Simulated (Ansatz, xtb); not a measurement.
C5H6BF3: which of two isomers lies lower

Structure X is `FB(F)[C@@H]1C=C[C@@H](F)C1`, a singlet and structure Y is `C=C(C)/C(=C\F)B(F)F`, a singlet. Both are isolated molecules in the gas phase, relaxed with r2SCAN-D4/def2-SVP; the shapes shown needn't be the lowest conformers.

X (Å):

```yaml
atoms:
  - { symbol: C, position_ang: [-0.4793, -0.6109, 0.1457] }
  - { symbol: C, position_ang: [-0.3292, -2.1223, 0.0945] }
  - { symbol: C, position_ang: [-1.4309, -2.7161, -0.3894] }
  - { symbol: C, position_ang: [-2.4928, -1.7058, -0.7201] }
  - { symbol: C, position_ang: [-2.0048, -0.4276, -0.0252] }
  - { symbol: B, position_ang: [0.3599, -0.0911, -1.0715] }
  - { symbol: F, position_ang: [-0.2049, 0.1287, -2.2515] }
  - { symbol: F, position_ang: [1.6706, 0.0856, -0.9942] }
  - { symbol: F, position_ang: [-3.7428, -2.0851, -0.2418] }
  - { symbol: H, position_ang: [-0.0757, -0.1936, 1.0857] }
  - { symbol: H, position_ang: [0.5994, -2.6314, 0.3711] }
  - { symbol: H, position_ang: [-1.5603, -3.7862, -0.5716] }
  - { symbol: H, position_ang: [-2.6065, -1.5819, -1.8151] }
  - { symbol: H, position_ang: [-2.4864, -0.4171, 0.9663] }
  - { symbol: H, position_ang: [-2.2918, 0.4913, -0.5570] }
```

Y (Å):

```xyz
15

C     0.5754    1.4405   -1.7716
C    -0.0064    0.6698   -0.8285
C     0.0475    1.0767    0.6226
C    -0.7035   -0.5848   -1.1960
C    -1.6129   -1.2147   -0.4149
B    -0.4290   -1.3656   -2.5117
F    -2.0207   -0.7757    0.7745
F     0.5089   -1.0290   -3.3841
F    -1.1335   -2.4544   -2.8141
H     1.0875    2.3644   -1.4870
H     0.5526    1.1875   -2.8325
H     0.3907    0.2459    1.2600
H    -0.9452    1.3686    0.9986
H     0.7314    1.9265    0.7562
H    -2.1114   -2.1496   -0.6904
```

Quicker runs give these differences E(Y) − E(X): GFN2-xTB +86.4 kJ/mol; HF/STO-3G +143.8 kJ/mol (at GFN2-xTB geometries); r2SCAN-D4/def2-SVP//GFN2-xTB +42.0 kJ/mol.

**Question.** Estimate E(Y) − E(X) at the level CCSD(T)/def2-SVP + ΔMP2/def2-TZVPP.

**Answer.** Calculated at CCSD(T)/def2-SVP + ΔMP2/def2-TZVPP: E(Y) − E(X) = +50.1 kJ/mol, so structure X lies lower.

Level by level:

```
                             level            geometry  E(Y) − E(X) (kJ/mol)  departure from the last row (kJ/mol)  job, with rough time for the two
                          GFN2-xTB            GFN2-xTB                   +86.4                                 +36.3              optimisation, 0.29 s
                         HF/STO-3G            GFN2-xTB                  +143.8                                 +93.7              single point, 0.46 s
      r2SCAN-D4/def2-SVP//GFN2-xTB            GFN2-xTB                   +42.0                                  −8.1               single point, 4.5 s
                r2SCAN-D4/def2-SVP  r2SCAN-D4/def2-SVP                   +42.7                                  −7.4                optimisation, 68 s
                       HF/def2-SVP  r2SCAN-D4/def2-SVP                   +49.1                                  −1.0           part of the CCSD(T) run
                      MP2/def2-SVP  r2SCAN-D4/def2-SVP                   +53.3                                  +3.2           part of the CCSD(T) run
                  CCSD(T)/def2-SVP  r2SCAN-D4/def2-SVP                   +46.1                                  −4.0                      single point
CCSD(T)/def2-SVP + ΔMP2/def2-TZVPP  r2SCAN-D4/def2-SVP                   +50.1                                                   single point, 2.7 min
```

As drawn, Y has 1 C=C in place of 2 C–C. Structure X has a 5-membered ring, Y no ring.

The levels shown agree on the order. The largest departure from CCSD(T)/def2-SVP + ΔMP2/def2-TZVPP is that of HF/STO-3G, 93.7 kJ/mol. The last row adds to CCSD(T) the change of the MP2 difference between the two basis sets, here +4.0 kJ/mol.

With thermal terms from frequencies at re-optimised GFN2-xTB minima (ideal gas, soft modes damped towards free rotors, one conformer each, 298.15 K, 1 atm): on the last row, ΔE + ΔZPE = +43.4, ΔH = +46.8, ΔG = +40.6 kJ/mol.

The correlated steps freeze 9 core orbitals. Mirror images aren't counted in ΔG. Programs: Ansatz 0.2.0, xtb 6.7.1; the last row on 4 threads of Arm Neoverse V1 on a shared host.
